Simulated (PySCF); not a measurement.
An unknown is described by computed data only.

Elements present: C, Cl, H, N and Si. Monoisotopic mass: 116.9802 u.

| Item | Value |
| --- | --- |
| Valence photoelectron | vertical ionisation energy: 9.74 eV [ΔSCF wB97X-D/def2-SVPD] |
| 1H NMR | chemical shifts (computed TMS as zero) by class: 8.65 (1 H), 8.64 (1 H), 5.48 (1 H), 2.59 (1 H) ppm [GIAO PBE0/pcSseg-1] |
| NMR, other nuclei | isotropic shieldings of nuclei other than C and H, by class: -147 (1 N), 382 (1 Si), 914 (1 Cl) ppm [GIAO PBE0/pcSseg-1] |
| Polarisability | 78.8 au [wB97X-D/def2-SVPD] |
| 13C NMR | chemical shifts (computed TMS as zero) by class: 180.4 (1 C), 106.3 (1 C), 82.4 (1 C) ppm [GIAO PBE0/pcSseg-1] |
| Rotational structure | rotational constants A, B, C: 2.579, 1.996, 1.258 GHz [PBE0-D3(BJ)/def2-SVP] |
| Dipole | 3.24 D [wB97X-D/def2-SVPD] |
| Triplet | lowest triplet excitation (Tamm–Dancoff): 3.60 eV [TDA wB97X-D/def2-SVPD] |
| UV, first state | lowest singlet excitation: 4.14 eV (299 nm, f = 0.000) [TDDFT wB97X-D/def2-SVPD] |

Electronic properties: PySCF, gas phase, density fitting. Levels stand in brackets. The structure is a single PBE0-D3(BJ)/def2-SVP conformer in the gas phase; no vibrational or solvent corrections. NMR classes are plain means over equivalent atoms (diastereotopic ones count apart unless rotation or inversion swaps them), as if these changed places fast.

Task: Which formula fits the mass and the elements?

Result: C3H4ClNSi (calculated 116.9802). No other formula that holds each of these elements comes within 0.0003 u with a fitting electron parity and a possible valence count.

Task: Give a SMILES that accounts for the data.

Result: Numbering: `[CH:1]#[C:2][Si@H:3]([Cl:4])[N:5]=[CH2:6]`. Its formula, C3H4ClNSi, gives 3 degrees of unsaturation: 0 rings and 3 π bonds in the structure found. 3 carbons fall into 3 classes; from least to most shielded: C=N carbon [C6] (180.4 ppm), terminal alkyne carbon [C1] (106.3 ppm), alkyne carbon [C2] (82.4 ppm). Hydrogen classes from least to most shielded: 1 H on a C=N carbon, C6 (8.65 ppm), 1 H on a C=N carbon, C6 (8.64 ppm), 1 H on a chlorine-bound silicon, Si3 (5.48 ppm), 1 H on a terminal alkyne carbon, C1 (2.59 ppm). The other shieldings belong to: -147 ppm, C=N nitrogen [N5]; 382 ppm, chlorine-bound silicon [Si3]; 914 ppm, silicon-bound chlorine [Cl4]. The first electron is taken from the HOMO, whose largest Löwdin shares are 0.57 on the C=N nitrogen, 0.16 on the C=N carbon, 0.07 on the chlorine-bound silicon and 0.07 on a hydrogen on a C=N carbon. The optimised geometry has point group C1 and is an asymmetric top. Structure: `C#C[Si@@H](N=C)Cl`. The assignments are read from this structure; whether some other isomer fits the data as well wasn't checked. The mirror image fits equally.

Shape of the structure used: `[CH:1]#[C:2][Si@H:3]([Cl:4])[N:5]=[CH2:6]`: C2–Si3–N5–C6 -1°.
